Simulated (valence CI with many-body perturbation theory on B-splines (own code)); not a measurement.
Results of a calculation; reference values are marked as such.
**A CI+MBPT run for Al VIII**

Method: configuration interaction combined with many-body perturbation theory (CI+MBPT): four valence electrons over a frozen Dirac-Fock core [He], radial functions for each j: 11 s, 11 p, 9 d, 7 f, 5 g, 2 h, 1 i, with the one-electron correlation potential Σ1 (screened to all orders), the two-electron term Σ2, the three-electron term Σ3, Breit, model QED; selected single and double excitations, second order for the rest, scaled by the run's own slope (own B-spline code, finite nucleus).

Command, and the settings that its task file holds:

```sh
python run_cv.py task.json out
```

```
atom Al  Z=13  mass_number=27  rms_radius_fm=3.0610
core [He]
valence 2s2 2p2
avg = 1
basis = L
breit = 1
cap = 40000
capref = 1200
cscale = 1
de = 0.0
dress = 0
eps = 2e-08
extrap = 1
h = 0.27
hh = 1
l2 = 3
lcore = 6
maxit = 60
n2 = 5
natural = 1
nlev = 60
nno = [7, 7, 6, 5, 4, 2, 1]
nroot = 26
nsp = [4, 4, 3, 2, 1, 0, 0]
pt2 = 1
qed = 1
rpa = 1
s1 = 1
s2 = 1
s3 = 1
screen = 1
tol = 2e-05
whole = 1
```

(1) Roughly how long does this run take on one core of Intel(R) Xeon(R) Processor @ 2.30GHz, and how much memory?

Log. The first blocks belong to the next ion, which gives the ionisation energy. Fields: 2J, parity (1 odd), roots, reference size, generating configurations, candidates as configurations/state functions, variational space P, stored matrix elements, Davidson steps; e2 is the range of second-order energies in hartree. The first line gives the box (bohr), its intervals, the orbitals and the steps of their self-consistent field. Window is the range of levels sought, series limit the energy at which the first omitted orbital would enter, core excitation an estimate of the first excitation out of the core, left out the lowest levels not solved, and shifts from estimates the range by which levels moved from their first estimate, all in cm⁻¹.

```
rmax 10.5 intervals 64 orbitals 81 references ['2s2 2p2', '2s 2p3', '2p4'] scf 6 t 0.6
2J=1 par=1 roots 2 ref 38 generators 6 cand 2335/3354 P 2365/3392 nnz 2e+06 it 6
2J=1 par=1 roots 2 ref 38 generators 19 cand 1661/2498 P 4026/5890 nnz 3.8e+06 it 6
   second order: generators 44 cand 17864/27149 e2 -0.00007 -0.00002
2J=3 par=1 roots 2 ref 54 generators 7 cand 2024/3948 P 2060/4002 nnz 3e+06 it 5
2J=3 par=1 roots 2 ref 54 generators 22 cand 1143/2242 P 3203/6244 nnz 5.4e+06 it 5
   second order: generators 46 cand 23588/50296 e2 -0.00005 -0.00003
reference levels 672, estimated 458, window 1548371 1/cm; series limit 2008209, core excitation 12375083
2J=0 par=0 roots 9 ref 38 generators 24 cand 3628/5458 P 5426/7994 nnz 4e+06 it 10
2J=0 par=0 roots 9 ref 38 generators 60 cand 11030/19074 P 16456/27068 nnz 2.8e+07 it 9
   second order: generators 167 cand 125407/237280 e2 -0.00028 -0.00005
2J=2 par=0 roots 12 ref 82 generators 29 cand 1460/4277 P 2734/7984 nnz 5.5e+06 it 8
2J=2 par=0 roots 12 ref 82 generators 65 cand 8784/32004 P 11518/39988 nnz 7.8e+07 it 9
   second order: generators 198 cand 160369/689156 e2 -0.00049 -0.00012
2J=4 par=0 roots 14 ref 91 generators 29 cand 1416/4271 P 2619/7974 nnz 6.2e+06 it 8
2J=4 par=0 roots 14 ref 91 generators 67 cand 7465/31893 P 10084/39867 nnz 8.3e+07 it 10
   second order: generators 197 cand 171322/1009898 e2 -0.00114 -0.00020
2J=4 par=1 roots 15 ref 99 generators 27 cand 1196/4245 P 2386/7979 nnz 6.6e+06 it 16
2J=4 par=1 roots 15 ref 99 generators 77 cand 7108/32009 P 9494/39988 nnz 8.6e+07 it 16
   second order: generators 222 cand 197446/1182082 e2 -0.00173 -0.00018
2J=6 par=1 roots 8 ref 76 generators 18 cand 1408/4289 P 2644/7977 nnz 6.4e+06 it 10
2J=6 par=1 roots 8 ref 76 generators 52 cand 6536/32019 P 9180/39996 nnz 9.1e+07 it 12
   second order: generators 155 cand 171513/1228689 e2 -0.00100 -0.00031
2J=2 par=1 roots 15 ref 88 generators 30 cand 1486/4283 P 2833/7995 nnz 5.9e+06 it 11
2J=2 par=1 roots 15 ref 88 generators 87 cand 8717/32005 P 11550/40000 nnz 7.8e+07 it 11
   second order: generators 231 cand 180020/800986 e2 -0.00077 -0.00016
2J=0 par=1 roots 6 ref 34 generators 19 cand 3909/6045 P 5678/8590 nnz 4.2e+06 it 10
2J=0 par=1 roots 6 ref 34 generators 55 cand 10237/17053 P 15915/25643 nnz 2.6e+07 it 13
   second order: generators 142 cand 125229/239773 e2 -0.00016 -0.00003
2J=6 par=0 roots 6 ref 61 generators 13 cand 1335/4470 P 2538/8162 nnz 6.1e+06 it 10
2J=6 par=0 roots 6 ref 61 generators 38 cand 6715/31820 P 9253/39982 nnz 8.6e+07 it 9
   second order: generators 123 cand 152812/1011290 e2 -0.00074 -0.00017
2J=8 par=1 roots 3 ref 44 generators 8 cand 2151/7311 P 3056/9827 nnz 7.7e+06 it 7
2J=8 par=1 roots 3 ref 44 generators 31 cand 7045/32437 P 10101/42264 nnz 1e+08 it 9
   second order: generators 80 cand 123665/944955 e2 -0.00043 -0.00011
2J=8 par=0 roots 3 ref 28 generators 5 cand 1541/5558 P 2476/8051 nnz 6.3e+06 it 5
2J=8 par=0 roots 3 ref 28 generators 19 cand 5158/27808 P 7634/35859 nnz 9.5e+07 it 7
   second order: generators 64 cand 101287/711320 e2 -0.00027 -0.00011
2J=10 par=0 roots 2 ref 8 generators 6 cand 1781/7164 P 3139/9961 nnz 9e+06 it 10
2J=10 par=0 roots 2 ref 8 generators 19 cand 5065/24584 P 8204/34545 nnz 8.3e+07 it 9
   second order: generators 56 cand 88751/672046 e2 -0.00032 -0.00010
left out: unestimated 1971574, estimated 1633606, shifts from estimates -248 to 358
operators 0.3
```

The Davidson iterations converged.

No measured levels were compared; by estimate levels hold to about 100 cm⁻¹ or 0.05 % of their energy and the worst to 300 or 400 cm⁻¹, as in measured light ions of charge 2 to 7. Among the levels kept, up to 270 cm⁻¹ of a level comes from second order outside the variational space, and about a tenth of that is noise between levels of different J, which matters for small intervals.

```
Valence energy                            : -53.49187 hartree
Ionisation energy                         : 284.69 eV (NIST: 284.64 ± 0.07 eV (semi-empirical))
Reference configurations for the orbitals : 2s2 2p2, 2s 2p3, 2p4
Radial orbitals                           : 81
Box radius                                : 10.54 bohr
Largest variational space                 : 42264
Lowest levels                             : 2s2.2p2 3P_0 0, 2s2.2p2 3P_1 1708, 2s2.2p2 3P_2 4410, 2s2.2p2 1D_2 46837, 2s2.2p2 1S_0 96440, 2s.2p3 5S°_2 133620, 2s.2p3 3D°_3 262180, 2s.2p3 3D°_2 262290, 2s.2p3 3D°_1 262390, 2s.2p3 3P°_1 309170, 2s.2p3 3P°_2 309220, 2s.2p3 3P°_0 309230, 2s.2p3 1D°_2 397280, 2s.2p3 3S°_1 404430 cm⁻¹
```

Answers

(1) 4.3 min on 1 thread of Intel(R) Xeon(R) Processor @ 2.30GHz, on a shared host, peak memory 1.1 GiB.
